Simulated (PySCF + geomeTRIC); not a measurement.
Level of theory: BP86-D3(BJ)/def2-SVP (PySCF + geomeTRIC). fastk is a local helper that only speeds up exchange builds. No frequencies were computed at this level.

```python
import json, numpy as np
from pyscf import gto, dft
from fastk import lowrank_exchange
atoms = """
Nb    -0.148623     0.069683    -0.012003
O     -0.340721    -1.336841    -0.944918
N     -0.407635    -0.438829     1.871634
H     -0.619531    -1.377814     2.206873
H     -0.354882     0.176018     2.684260
N     -1.513829     1.355954    -0.608355
H     -1.664936     2.298462    -0.247318
H     -2.202543     1.190771    -1.341783
N      1.671930     0.743438    -0.337191
H      2.099214     1.572680     0.076394
H      2.359759     0.316143    -0.956262
"""
def scf(charge, spin, dm0=None):
    mol = gto.M(atom=atoms, basis='def2-svp', ecp={'Nb': 'def2-svp'}, charge=charge, spin=spin, verbose=3, max_memory=10080)
    mf = dft.KS(mol, xc='bp86').density_fit(auxbasis="def2-universal-jkfit")
    mf.disp = 'd3bj'
    mf.grids.level = 3
    mf.conv_tol = 1e-8
    mf.max_cycle = 120
    mf.level_shift = 0.25
    mf.kernel(dm0)
    if not mf.converged:
        mf = mf.newton().run(mf.mo_coeff, mf.mo_occ).undo_soscf()
    return mf
mf = scf(0, 0)
from pyscf.geomopt.geometric_solver import kernel as optimize
path = []
done, mol = optimize(mf, maxsteps=120, assert_convergence=False, callback=lambda env: path.append((env["energy"], bool(env["g_scanner"].converged))))
res = dict(converged=bool(done and path[-1][1]), energy=path[-1][0], path=[e for e, c in path], xyz=mol.atom_coords(unit="Angstrom").tolist(), nao=mol.nao)
json.dump(res, open("result.json", "w"))
```

Output:

```
converged SCF energy = -300.169402778903
Geometry optimization cycle 1
converged SCF energy = -300.16940277353
cycle 1: E = -300.169402774  dE = -300.169  norm(grad) = 0.0340969
Geometry optimization cycle 2
converged SCF energy = -300.17111477718
cycle 2: E = -300.171114777  dE = -0.001712  norm(grad) = 0.0211431
Geometry optimization cycle 3
converged SCF energy = -300.171997461634
cycle 3: E = -300.171997462  dE = -0.000882684  norm(grad) = 0.00240137
Geometry optimization cycle 4
converged SCF energy = -300.172036518762
cycle 4: E = -300.172036519  dE = -3.90571e-05  norm(grad) = 0.00148558
Geometry optimization cycle 5
converged SCF energy = -300.17204709148
cycle 5: E = -300.172047091  dE = -1.05727e-05  norm(grad) = 0.000657665
Geometry optimization cycle 6
converged SCF energy = -300.172048381484
cycle 6: E = -300.172048381  dE = -1.29e-06  norm(grad) = 0.000393088
Geometry optimization cycle 7
converged SCF energy = -300.17204765951
cycle 7: E = -300.17204766  dE = 7.21974e-07  norm(grad) = 0.000746346
Geometry optimization cycle 8
converged SCF energy = -300.172047348657
cycle 8: E = -300.172047349  dE = 3.10853e-07  norm(grad) = 0.000888972
Geometry optimization cycle 9
converged SCF energy = -300.172048323591
cycle 9: E = -300.172048324  dE = -9.74933e-07  norm(grad) = 0.000600781
<class 'geometric.internal.Distance'> : 10
<class 'geometric.internal.Angle'> : 12
<class 'geometric.internal.OutOfPlane'> : 3
<class 'geometric.internal.Dihedral'> : 18
<class 'geometric.internal.TranslationX'> : 1
<class 'geometric.internal.TranslationY'> : 1
<class 'geometric.internal.TranslationZ'> : 1
<class 'geometric.internal.RotationA'> : 1
<class 'geometric.internal.RotationB'> : 1
<class 'geometric.internal.RotationC'> : 1
Step    0 : Gradient = 1.028e-02/2.197e-02 (rms/max) Energy = -300.1694027735
Step    1 : Displace = 4.862e-02/6.367e-02 (rms/max) Trust = 1.000e-01 (=) Grad = 6.375e-03/1.337e-02 (rms/max) E (change) = -300.1711147772 (-1.712e-03) Quality = 0.436
Step    2 : Displace = 2.228e-02/3.002e-02 (rms/max) Trust = 1.000e-01 (=) Grad = 7.240e-04/1.121e-03 (rms/max) E (change) = -300.1719974616 (-8.827e-04) Quality = 1.115
Step    3 : Displace = 7.275e-03/1.182e-02 (rms/max) Trust = 1.414e-01 (+) Grad = 4.479e-04/9.500e-04 (rms/max) E (change) = -300.1720365188 (-3.906e-05) Quality = 1.255
Step    4 : Displace = 5.284e-03/8.697e-03 (rms/max) Trust = 2.000e-01 (+) Grad = 1.983e-04/3.710e-04 (rms/max) E (change) = -300.1720470915 (-1.057e-05) Quality = 1.097
Step    5 : Displace = 2.294e-03/4.117e-03 (rms/max) Trust = 2.828e-01 (+) Grad = 1.185e-04/2.354e-04 (rms/max) E (change) = -300.1720483815 (-1.290e-06) Quality = 0.520
Step    6 : Displace = 2.731e-03/5.498e-03 (rms/max) Trust = 2.828e-01 (=) Grad = 2.250e-04/3.667e-04 (rms/max) E (change) = -300.1720476595 (+7.220e-07) Quality = -0.203
Step    7 : Displace = 1.356e-03/2.875e-03 (rms/max) Trust = 1.366e-03 (-) Grad = 2.680e-04/4.837e-04 (rms/max) E (change) = -300.1720473487 (+3.109e-07) Quality = -0.059
Step    8 : Displace = 6.552e-04/1.202e-03 (rms/max) Trust = 6.780e-04 (-) Grad = 1.868e-04/2.910e-04 (rms/max) E (change) = -300.1720483236 (-9.749e-07) Quality = 0.523
Converged! =D
```

Cost: about 2.4 core-minutes (a rough figure).
